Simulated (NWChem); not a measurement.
System: SnH₄S₃; SMILES [SnH]([SH])([SH])[SH]

The following NWChem deck was run.

```
start job
memory heap 200 mb stack 900 mb global 1100 mb
geometry units angstroms noautoz
  Sn    -0.031840    -0.029303     0.613925
  S     -2.033560     1.229212     0.090072
  S     -0.189216    -2.185976    -0.476669
  S      1.867107     1.150721    -0.317029
  H      0.140942    -0.216714     2.304019
  H     -2.370861     0.352180    -0.881815
  H      0.684058    -1.802579    -1.434734
  H      1.056617     1.938587    -1.058557
end
basis spherical
  * library def2-svp
end
ecp
  Sn library def2-ecp
end
dft
  xc xpbe96 cpbe96
  iterations 150
  mulliken
end
task dft energy
```

Output (shortened):

```
             Northwest Computational Chemistry Package (NWChem) 7.3.0
             --------------------------------------------------------

 C3  symmetry detected

                             Geometry "geometry" -> ""
                             -------------------------

 Output coordinates in angstroms (scale by  1.889725989 to convert to a.u.)

  No.       Tag          Charge          X              Y              Z
 ---- ---------------- ---------- -------------- -------------- --------------
    1 Sn                  50.0000     0.00000000    -0.00000000     0.43875267
    2 S                   16.0000     2.01651708     1.03084810    -0.41929370
    3 S                   16.0000    -1.90099918     1.23093097    -0.41929370
    4 S                   16.0000    -0.11551790    -2.26177907    -0.41929370
    5 H                    1.0000     0.00000000     0.00000000     2.14796132
    6 H                    1.0000     1.30710601     1.74727235    -1.31983248
    7 H                    1.0000    -2.16673525     0.25835084    -1.31983248
    8 H                    1.0000     0.85962924    -2.00562319    -1.31983248

 Effective nuclear repulsion energy (a.u.)     712.2094902810

      Symmetry information
      --------------------

 Group name             C3
 Group number              5
 Group order               3
 No. of unique centers     4

 Summary of "ao basis" -> "ao basis" (spherical)
 ------------------------------------------------------------------------------
       Tag                 Description            Shells   Functions and Types
 ---------------- ------------------------------  ------  ---------------------
 Sn                         def2-svp                10       26   4s4p2d
 S                          def2-svp                 8       18   4s3p1d
 H                          def2-svp                 3        5   2s1p

      Symmetry analysis of basis
      --------------------------

        a          36
        e+         32
        e-         32

  Rotation of axis

            General Information
            -------------------
          SCF calculation type: DFT
          Wavefunction type:  closed shell.
          No. of atoms     :     8
          No. of electrons :    74
           Alpha electrons :    37
            Beta electrons :    37
          Charge           :     0
          Spin multiplicity:     1
          Use of symmetry is: on ; symmetry adaption is: on
          Maximum number of iterations: 150
          AO basis - number of functions:   100
                     number of shells:    46
          Convergence on energy requested:  1.00D-06
          Convergence on density requested:  1.00D-05
          Convergence on gradient requested:  5.00D-04

              XC Information
              --------------
          PerdewBurkeErnzerhof Exchange Functional  1.000
            Perdew 1991 LDA Correlation Functional  1.000 local
           PerdewBurkeErnz. Correlation Functional  1.000 non-local

             Grid Information
             ----------------
          Grid used for XC integration:  medium
          Radial quadrature: Mura-Knowles
          Angular quadrature: Lebedev.
          Tag              B.-S. Rad. Rad. Pts. Rad. Cut. Ang. Pts.
          ---              ---------- --------- --------- ---------
          Sn                  1.45      123           9.0       590
          S                   1.00       88          11.0       590
          H                   0.35       45          11.0       434
          Grid pruning is: on
          Number of quadrature shells:   301
          Spatial weights used:  Erf1

      Superposition of Atomic Density Guess
      -------------------------------------

 Sum of atomic energies:       -1443.13481439

      Non-variational initial energy
      ------------------------------

 Total energy =   -1408.145149
 1-e energy   =   -2812.575884
 2-e energy   =    1010.420006
 HOMO         =      -0.302735
 LUMO         =      -0.002221

      Symmetry analysis of molecular orbitals - initial
      -------------------------------------------------

  Numbering of irreducible representations:

     1 a           2 e+          3 e-

  Orbital symmetries:

     1 a           2 e+          3 e+          4 a           5 e+
     6 e+          7 e+          8 e+          9 a          10 a
    11 e+         12 e+         13 a          14 e+         15 e+
    16 a          17 a          18 e+         19 e+         20 e+
    21 e+         22 a          23 e+         24 e+         25 a
    26 e+         27 e+         28 a          29 e+         30 e+
    31 a          32 a          33 e+         34 e+         35 e+
    36 e+         37 a          38 a          39 e+         40 e+
    41 a          42 e+         43 e+         44 a          45 a
    46 e+         47 e+

     ---------------------------------------------
      Total Density - Mulliken Population Analysis
     ---------------------------------------------

    Atom       Charge   Shell Charges
 -----------   ------   -------------------------------------------------------
    1 Sn  22    20.88   1.60  0.42  0.91  0.24  3.26  2.74  0.99  0.57  9.76  0.40
    2 S   16    16.55   2.00  1.99  1.21  0.65  5.94  1.81  2.92  0.02
    3 S   16    16.55   2.00  1.99  1.21  0.65  5.94  1.81  2.92  0.02
    4 S   16    16.55   2.00  1.99  1.21  0.65  5.94  1.81  2.92  0.02
    5 H    1     1.09   0.64  0.44  0.01
    6 H    1     0.79   0.58  0.19  0.03
    7 H    1     0.79   0.58  0.19  0.03
    8 H    1     0.79   0.58  0.19  0.03

   convergence    iter        energy       DeltaE   RMS-Dens  Diis-err
 ---------------- ----- ----------------- --------- --------- ---------
 d= 0,ls=0.0,diis     1  -1410.3631986078 -1.80D+03  1.94D-02  6.23D-01
 d= 0,ls=0.0,diis     2  -1410.2909545579  7.22D-02  1.34D-02  8.78D-01
 d= 0,ls=0.0,diis     3  -1410.4335477455 -1.43D-01  3.44D-03  9.33D-02
 d= 0,ls=0.0,diis     4  -1410.4478535364 -1.43D-02  8.18D-04  4.89D-03
 d= 0,ls=0.0,diis     5  -1410.4486899007 -8.36D-04  2.41D-04  3.20D-04
  Resetting Diis
 d= 0,ls=0.0,diis     6  -1410.4487552300 -6.53D-05  3.89D-05  1.23D-05
 d= 0,ls=0.0,diis     7  -1410.4487575804 -2.35D-06  1.44D-05  2.62D-07
 d= 0,ls=0.0,diis     8  -1410.4487575270  5.34D-08  9.26D-06  6.00D-07

         Total DFT energy =    -1410.448757526990
      One electron energy =    -2814.344528221170
           Coulomb energy =     1105.946883264036
    Exchange-Corr. energy =      -96.061842496585
 Nuclear repulsion energy =      394.010729926729

 Numeric. integr. density =       74.000013460168

                  Occupations of the irreducible representations
                  ----------------------------------------------

                     irrep           alpha         beta
                     --------     --------     --------
                     a                13.0         13.0
                     e+               24.0         24.0
                     e-                0.0          0.0

                       DFT Final Molecular Orbital Analysis
                       ------------------------------------

 Vector   35  Occ=2.000000D+00  E=-2.310588D-01  Symmetry=e+
              MO Center=  1.9D-01,  9.1D-01, -3.9D-01, r^2= 5.6D+00
   Bfn.  Coefficient  Atom+Function         Bfn.  Coefficient  Atom+Function
  ----- ------------  ---------------      ----- ------------  ---------------
    38      0.364250  2 S  py                57     -0.284903  3 S  pz
    39      0.273740  2 S  pz                35      0.255624  2 S  py
    55      0.238921  3 S  px                54     -0.200634  3 S  pz
    56      0.200003  3 S  py                36      0.189114  2 S  pz
    74      0.167948  4 S  py                52      0.166192  3 S  px

 Vector   36  Occ=2.000000D+00  E=-2.310588D-01  Symmetry=e+
              MO Center= -1.9D-01, -9.1D-01, -3.9D-01, r^2= 5.6D+00
   Bfn.  Coefficient  Atom+Function         Bfn.  Coefficient  Atom+Function
  ----- ------------  ---------------      ----- ------------  ---------------
    75      0.322533  4 S  pz                73      0.320186  4 S  px
    55      0.288131  3 S  px                70      0.227933  4 S  px
    72      0.225021  4 S  pz                74     -0.220414  4 S  py
    52      0.198646  3 S  px                39     -0.170933  2 S  pz
    57     -0.151599  3 S  pz                71     -0.149284  4 S  py

 Vector   37  Occ=2.000000D+00  E=-2.262827D-01  Symmetry=a
              MO Center=  1.4D-13, -4.7D-15, -3.2D-01, r^2= 6.4D+00
   Bfn.  Coefficient  Atom+Function         Bfn.  Coefficient  Atom+Function
  ----- ------------  ---------------      ----- ------------  ---------------
    73      0.279706  4 S  px                38      0.249753  2 S  py
    39      0.236981  2 S  pz                57      0.236981  3 S  pz
    75      0.236981  4 S  pz                56     -0.234712  3 S  py
    70      0.192512  4 S  px                82     -0.182809  5 H  s
    35      0.175460  2 S  py                36      0.173037  2 S  pz

 Vector   38  Occ=0.000000D+00  E=-8.517126D-02  Symmetry=a
              MO Center= -6.7D-15, -2.1D-14,  4.2D-02, r^2= 5.7D+00
   Bfn.  Coefficient  Atom+Function         Bfn.  Coefficient  Atom+Function
  ----- ------------  ---------------      ----- ------------  ---------------
     3      0.882788  1 Sn s                  4      0.481457  1 Sn s
    74     -0.398774  4 S  py                55     -0.369945  3 S  px
    82     -0.349915  5 H  s                 37      0.320752  2 S  px
     2     -0.288280  1 Sn s                 38      0.241989  2 S  py
     1     -0.223309  1 Sn s                 71     -0.208643  4 S  py

 Vector   39  Occ=0.000000D+00  E=-3.457236D-02  Symmetry=e+
              MO Center=  7.9D-02, -1.6D-01,  2.4D-01, r^2= 5.6D+00
   Bfn.  Coefficient  Atom+Function         Bfn.  Coefficient  Atom+Function
  ----- ------------  ---------------      ----- ------------  ---------------
    14      0.883569  1 Sn px                30     -0.574475  2 S  s
    97     -0.452531  8 H  s                 11      0.435449  1 Sn px
    37      0.345578  2 S  px                87      0.336095  6 H  s
    66      0.317107  4 S  s                 57      0.287582  3 S  pz
    75     -0.264871  4 S  pz                48      0.257367  3 S  s

 Vector   40  Occ=0.000000D+00  E=-3.457236D-02  Symmetry=e+
              MO Center= -7.9D-02,  1.6D-01,  2.4D-01, r^2= 5.6D+00
   Bfn.  Coefficient  Atom+Function         Bfn.  Coefficient  Atom+Function
  ----- ------------  ---------------      ----- ------------  ---------------
    15      0.883569  1 Sn py                48     -0.514755  3 S  s
    66      0.480264  4 S  s                 92      0.455313  7 H  s
    12      0.435449  1 Sn py                74      0.345278  4 S  py
    87     -0.328493  6 H  s                 39     -0.318959  2 S  pz
    56      0.185242  3 S  py                75      0.179147  4 S  pz

     ---------------------------------------------
      Total Density - Mulliken Population Analysis
     ---------------------------------------------

    Atom       Charge   Shell Charges
 -----------   ------   -------------------------------------------------------
    1 Sn  22    21.58   1.60  0.42  1.18  0.09  3.25  2.76  1.42  0.61  9.69  0.55
    2 S   16    16.23   2.00  1.98  1.27  0.62  5.92  1.81  2.60  0.03
    3 S   16    16.23   2.00  1.98  1.27  0.62  5.92  1.81  2.60  0.03
    4 S   16    16.23   2.00  1.98  1.27  0.62  5.92  1.81  2.60  0.03
    5 H    1     1.03   0.68  0.35  0.01
    6 H    1     0.90   0.70  0.17  0.03
    7 H    1     0.90   0.70  0.17  0.03
    8 H    1     0.90   0.70  0.17  0.03

     -------------------------------------------
      Total Density - Lowdin Population Analysis
     -------------------------------------------

    Atom       Charge   Shell Charges
 -----------   ------   -------------------------------------------------------
    1 Sn  22    21.88   1.18  0.77  0.82  0.43  3.01  2.85  1.39  0.96  9.44  1.03
    2 S   16    16.02   2.00  1.95  1.00  0.69  5.81  1.88  2.64  0.05
    3 S   16    16.02   2.00  1.95  1.00  0.69  5.81  1.88  2.64  0.05
    4 S   16    16.02   2.00  1.95  1.00  0.69  5.81  1.88  2.64  0.05
    5 H    1     1.07   0.59  0.45  0.03
    6 H    1     1.00   0.61  0.31  0.08
    7 H    1     1.00   0.61  0.31  0.08
    8 H    1     1.00   0.61  0.31  0.08

     Multipole analysis of the density
     ---------------------------------

     L   x y z        total         alpha         beta         nuclear
     -   - - -        -----         -----         ----         -------
     0   0 0 0     -0.000000    -37.000000    -37.000000     74.000000

     1   1 0 0     -0.000000     -0.000000     -0.000000      0.000000
     1   0 1 0     -0.000000     -0.000000     -0.000000     -0.000000
     1   0 0 1     -0.226073     11.494676     11.494676    -23.215425

     2   2 0 0    -51.734419   -258.411283   -258.411283    465.088147
     2   1 1 0     -0.000000     -0.000000     -0.000000     -0.000000
     2   1 0 1     -0.000000     -0.000000     -0.000000     -0.000000
     2   0 2 0    -51.734419   -258.411283   -258.411283    465.088147
     2   0 1 1     -0.000000     -0.000000     -0.000000      0.000000
     2   0 0 2    -46.216415    -63.306684    -63.306684     80.396952
```

Level: PBE/def2-SVP with def2 effective core potentials on Sn. Structure relaxed at the PBE0/def2-SVP level. No frequency run checked for a minimum. def2 effective core potentials on Sn; no spin-orbit coupling.
